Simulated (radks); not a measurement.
Species: Pm58+. Configuration: [He] 2s1.

All-electron calculation, scalar-relativistic Kohn-Sham, LDA (Slater exchange, VWN5 correlation), spin-polarised, spherical densities, finite nucleus; open shells are filled with parallel spins first (spin-orbit coupling, left out, can overturn this in heavy ions); Fermi nuclear charge, rms radius 4.962 fm. Program: a radial shooting solver on a logarithmic mesh with Libxc functionals.

Energy parts (hartree):
| part | energy |
|---|---|
| total | -4349.8114 |
| kinetic | 4836.3545 |
| electron-nucleus | -9258.5131 |
| Hartree | 113.9473 |
| exchange-correlation | -41.6001 |

Orbitals (lengths in bohr, moments of r in powers of bohr; <r^-3> diverges for s and p1/2):
| orbital | occ. | eigenvalue (hartree) | <r^-3> | <r> |
|---|---|---|---|---|
| 1s up | 1 | -1891.700 | - | 0.02309 |
| 1s down | 1 | -1890.913 | - | 0.02308 |
| 2s up | 1 | -467.0146 | - | 0.09364 |
| 2s down | 0 | -463.6835 | - | 0.09373 |

The highest occupied level is 2s up at -12708.1 eV. For comparison, the ionisation energy in NIST's Atomic Spectra Database is 12797.3 eV (theoretical). In exact Kohn-Sham theory the highest level is minus the ionisation energy, but local and semilocal functionals leave it too shallow, through self-interaction and a potential that decays too fast; potentials with the right tail come closer. The electron density at the nucleus is 4.766e+05 e/bohr^3 (large components only).
